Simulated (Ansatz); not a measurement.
`N#Cc1ccco1`. The species carries charge 0 and has multiplicity 1. The structure was optimised at the PBE0-D4/def2-TZVP level.

```xyz
10

N     1.749   -2.767   -0.818
C     1.144   -1.817   -0.571
C     0.412   -0.660   -0.238
C     0.153   -0.067    0.960
C    -0.638    1.072    0.666
C    -0.796    1.081   -0.681
O    -0.166    0.038   -1.247
H     0.492   -0.412    1.923
H    -1.037    1.790    1.364
H    -1.313    1.741   -1.358
```

(1) What is the dipole moment at B3LYP/def2-TZVPP? (An estimate is asked.)

(2) And with PBE, r2SCAN, ωB97M-V? (Estimate.)

(3) Give the Mulliken charges with B3LYP, ωB97M-V, r2SCAN in def2-TZVPP. (Best estimate.)

## Answers

(1) Computed: 4.82 D, with components (-2.37, 3.85, 1.67) D in this frame, pointing from negative to positive charge.

(2) Ansatz gave: PBE 4.69 D, r2SCAN 4.83 D, ωB97M-V 4.72 D.

(3) Computed: 
| atom | B3LYP | ωB97M-V | r2SCAN |
| --- | --- | --- | --- |
| N1 | 0.04 | 0.00 | -0.04 |
| C2 | -0.23 | -0.21 | -0.17 |
| C3 | 0.26 | 0.28 | 0.34 |
| C4 | -0.19 | -0.16 | -0.20 |
| C5 | -0.14 | -0.13 | -0.11 |
| C6 | 0.00 | 0.01 | 0.03 |
| O7 | -0.22 | -0.22 | -0.23 |
| H8 | 0.16 | 0.15 | 0.13 |
| H9 | 0.15 | 0.14 | 0.12 |
| H10 | 0.17 | 0.15 | 0.14 |

B3LYP here is the variant with VWN-RPA as its local correlation; programs differ in this.
